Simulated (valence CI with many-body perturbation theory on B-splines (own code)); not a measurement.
## Level structure of Ce⁺

Computed by valence CI with perturbative core correlation (CI+MBPT): three valence electrons over a frozen Dirac-Fock core [Xe], radial functions for each j: 7 s, 7 p, 7 d, 7 f, 4 g, 2 h, with the one-electron correlation potential Σ1, the two-electron term Σ2, the three-electron term Σ3, Breit, model QED; selected CI, second order for the rest, scaled by the run's own slope (own B-spline code, finite nucleus).

Against 89 measured levels this calculation errs by 839 cm⁻¹ on average and by 1676 at most. These come from a selection out of the NIST Handbook of Basic Atomic Spectroscopic Data. Levels without a partner in it may be off by more, other configurations by several thousand cm⁻¹. 1 measured level below the end of the list, from 5119 cm⁻¹ on, found no clear computed partner.

Levels 136 to 180 of 194, with energies above the lowest level, 4f 5d2 4H°_7/2 [a]. "Leading %" is the weight of the configuration and term that name the level; weights of strongly mixed levels are sums over their largest components and can fall short. In the jj column 3d3/2^4 stands for four electrons in 3d with j = 3/2. Lifetimes count E1, E2, E3, M1 and M2 decay at the calculated energies, and are blank where another channel may lead or the interval is too uncertain; long ones can be off by a factor of two.

```tsv
No.	Configuration	Term	J	E (cm⁻¹)	Leading %	Leading jj	Lifetime
136	4f2 5d	4P	1/2	14299	50	4f5/2^2 5d3/2 (53 %)	982 ns
137	4f2 5d	4H	7/2	14328	53	4f5/2^2 5d5/2 (37 %)	770 ns
138	4f 5d2	2G°	9/2	14350	30	4f7/2 5d5/2^2 (45 %)	
139	4f2 5d	2H	9/2	14362	51	4f5/2 4f7/2 5d3/2 (51 %)	
140	4f2 5d	2G	7/2	14607	35	4f5/2^2 5d3/2 (40 %)	
141	4f2 5d	4F	5/2	14632	72	4f5/2 4f7/2 5d5/2 (27 %)	
142	4f2 5d	4P	3/2	14636	59	4f5/2 4f7/2 5d3/2 (40 %)	
143	4f 5d 6s	2D°	3/2	14637	52	4f5/2 5d5/2 6s (34 %)	63.0 μs
144	4f 5d2	2K°	15/2	14731	96	4f7/2 5d3/2 5d5/2 (73 %)	6.54 ms
145	4f2 5d	4P	5/2	14823	53	4f5/2 4f7/2 5d3/2 (53 %)	
146	4f2 5d	4P	1/2	14981	42	4f5/2^2 5d5/2 (41 %)	975 ns
147	4f 5d 6s	2P°	3/2	15083	75	4f7/2 5d5/2 6s (38 %)	9.36 ms
148	4f2 5d	4G	5/2	15154	85	4f5/2^2 5d3/2 (28 %)	
149	4f 5d2	2F°	5/2	15360	37	4f5/2 5d5/2^2 (26 %)	120 μs
150	4f2 5d	4H	9/2	15416	82	4f5/2 4f7/2 5d3/2 (46 %)	657 ns
151	4f2 5d	2D	3/2	15425	50	4f5/2 4f7/2 5d3/2 (38 %)	
152	4f2 5d	4F	7/2	15435	55	4f5/2 4f7/2 5d5/2 (39 %)	
153	4f 5d 6s	2P°	1/2	15566	80	4f7/2 5d5/2 6s (52 %)	3.54 ms
154	4f2 5d	4F	9/2	15625	38	4f5/2 4f7/2 5d5/2 (38 %)	
155	4f2 5d	4G	7/2	15663	43	4f5/2 4f7/2 5d3/2 (72 %)	
156	4f2 5d	2H	11/2	15708	69	4f5/2 4f7/2 5d5/2 (44 %)	
157	4f2 5d	2F	5/2	16046	47	4f5/2^2 5d5/2 (32 %)	
158	4f 5d2	2I°	11/2	16126	76	4f7/2 5d3/2 5d5/2 (24 %)	1.98 μs
159	4f2 5d	4G	7/2	16177	36	4f5/2 4f7/2 5d5/2 (38 %)	
160	4f2 5d	4D	3/2	16264	33	4f5/2 4f7/2 5d5/2 (30 %)	841 ns
161	4f2 5d	4H	11/2	16382	90	4f5/2 4f7/2 5d5/2 (50 %)	649 ns
162	4f 5d2	2D°	5/2	16446	32	4f7/2 5d5/2 6s (33 %)	
163	4f2 5d	4G	9/2	16542	56	4f5/2 4f7/2 5d5/2 (58 %)	
164	4f2 5d	4F	3/2	16590	55	4f5/2 4f7/2 5d5/2 (43 %)	
165	4f 5d2	2I°	13/2	16681	93	4f7/2 5d3/2 5d5/2 (67 %)	2.28 μs
166	4f2 5d	2D	5/2	16780	34	4f7/2^2 5d5/2 (34 %)	
167	4f2 5d	2K	13/2	16916	88	4f5/2^2 5d5/2 (37 %)	
168	4f2 5d	4D	1/2	17116	70	4f5/2 4f7/2 5d5/2 (78 %)	725 ns
169	4f2 5d	4D	5/2	17127	78	4f5/2 4f7/2 5d5/2 (42 %)	628 ns
170	4f 5d2	2F°	7/2	17131	39	4f7/2 5d3/2 5d5/2 (20 %)	42.3 μs
171	4f2 5d	2G	9/2	17152	43	4f7/2^2 5d5/2 (45 %)	
172	4f2 5d	4D	3/2	17157	44	4f5/2 4f7/2 5d5/2 (44 %)	837 ns
173	4f2 5d	2G	7/2	17174	28	4f5/2 4f7/2 5d5/2 (48 %)	
174	4f2 5d	2G	9/2	17265	47	4f7/2^2 5d3/2 (32 %)	
175	4f 5d 6s	2H°	9/2	17304	74	4f5/2 5d5/2 6s (39 %)	6.41 μs
176	4f2 5d	4H	13/2	17319	90	4f7/2^2 5d5/2 (38 %)	662 ns
177	4f2 5d	4F	5/2	17650	25	4f7/2^2 5d5/2 (31 %)	
178	4f2 5d	4D	7/2	17671	61	4f5/2 4f7/2 5d5/2 (50 %)	618 ns
179	4f2 6s	2D	3/2	17869	70	4f7/2^2 6s (28 %)	
180	4f2 6s	2D	5/2	17923	52	4f5/2 4f7/2 6s (23 %)
```

Names give the largest LS component (configuration and term), which can be under half, so a name can repeat, a term be missing and a line seem to break the LS rules; names also repeat where a configuration has a term twice.

Where two levels of one J and parity lie close, their mixing, g and order are uncertain.
